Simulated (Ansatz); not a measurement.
Input file for Ansatz (a program for electronic structure): R-CCSD(T)/aug-cc-pVTZ on GeH2O (SMILES [OH][GeH]), atoms moved off the minimum. The run froze 15 orbitals, filled d shells among them.

Ansatz 0.2 input:
```yaml
crystal:
  periodic: [false, false, false]
  atoms:
    - {symbol: Ge, position_ang: [-0.30484356, -0.19931558, 0.14140336]}
    - {symbol: H, position_ang: [-1.42922833, -0.01123326, -0.96920444]}
    - {symbol: O, position_ang: [1.05281625, 0.69975794, -0.66561022]}
    - {symbol: H, position_ang: [0.77967635, 0.97052538, -1.60980695]}
basis:
  gaussian:
    orbitals: aug-cc-pVTZ
magnetization: {spin_polarized: false}
correlation: {method: ccsd_t, electrons: outside_noble_gas}
scf: {lower_state_search: off}
output: {forces: true}
```

Question: Predict the final total energy.

Answer: -2151.8419 hartree (reference determinant -2151.4536, T1 diagnostic 0.019).

Question: How many basis functions does it have, and what does it roughly cost on one machine?

Answer: 151 functions; roughly 50 core-seconds.
